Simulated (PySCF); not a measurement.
First SCF of a structure search on quartet FCuN, at a hand-made bent geometry. PySCF input:

```python
from pyscf import gto, scf, dft
mol = gto.M(atom='''
Cu     0.000000     0.000000     0.000000
N     -1.433500     0.000000     1.003800
F      1.441700     0.000000     1.009500''',
    basis={'Cu': 'def2-TZVP', 'N': 'def2-TZVP', 'F': 'def2-TZVP'},
    charge=0, spin=3)
mf = dft.UKS(mol, xc='PBE0')
mf.grids.atom_grid = (50, 194)
aux = {'Cu': 'def2-universal-JKFIT', 'N': 'def2-universal-JKFIT', 'F': 'def2-universal-JKFIT'}
mf = mf.density_fit(auxbasis=aux)
mf.conv_tol = 1e-08
mf.diis_space = 10
mf.max_cycle = 60
mf.init_guess = 'minao'
mf.verbose = 4
mf.kernel()
```

Excerpt of the output (cycles alone):

```
init E= -1794.14509010319
cycle= 1 E= -1789.81211263901  delta_E= 4.33  |g|= 4.51  |ddm|= 1.62
cycle= 2 E= -1773.19794399728  delta_E= 16.6  |g|= 8.82  |ddm|= 5.87
cycle= 3 E= -1793.20380797173  delta_E=  -20  |g|= 2.74  |ddm|= 5.05
cycle= 4 E= -1790.44012855421  delta_E= 2.76  |g|= 3.02  |ddm|= 2.17
cycle= 5 E= -1794.15410636415  delta_E= -3.71  |g|= 1.11  |ddm|= 2.03
cycle= 6 E= -1794.24915678041  delta_E= -0.0951  |g|= 1.05  |ddm|= 1.16
cycle= 7 E= -1794.62641905977  delta_E= -0.377  |g|= 0.191  |ddm|= 0.434
cycle= 8 E= -1794.63985649864  delta_E= -0.0134  |g|= 0.0254  |ddm|= 0.122
cycle= 9 E= -1794.6404504932  delta_E= -0.000594  |g|= 0.0117  |ddm|= 0.0332
cycle= 10 E= -1794.6405977513  delta_E= -0.000147  |g|= 0.0041  |ddm|= 0.0167
cycle= 11 E= -1794.64065337164  delta_E= -5.56e-05  |g|= 0.00599  |ddm|= 0.016
cycle= 12 E= -1794.64066865786  delta_E= -1.53e-05  |g|= 0.00408  |ddm|= 0.00683
cycle= 13 E= -1794.640676232  delta_E= -7.57e-06  |g|= 0.00139  |ddm|= 0.00603
cycle= 14 E= -1794.64067701611  delta_E= -7.84e-07  |g|= 0.000237  |ddm|= 0.0019
cycle= 15 E= -1794.64067705027  delta_E= -3.42e-08  |g|= 6.42e-05  |ddm|= 0.000397
cycle= 16 E= -1794.6406770586  delta_E= -8.33e-09  |g|= 2.92e-05  |ddm|= 0.00021
Extra cycle  E= -1794.64067705939  delta_E= -7.95e-10  |g|= 5.07e-05  |ddm|= 7.25e-05
converged SCF energy = -1794.64067705939  <S^2> = 3.765055  2S+1 = 4.0075204
```

No lower solution of this spin was found from smeared starts or by a stability analysis within the unrestricted form.

Open d and f shells are described by one determinant, and the ground state may have another occupation or spin.

The search for the lowest solution, 3 starts and the stability check together, took 9.3 s on 4 threads of a shared Arm Neoverse V2 host, with 107 basis functions; the process peaked at 0.41 GiB.
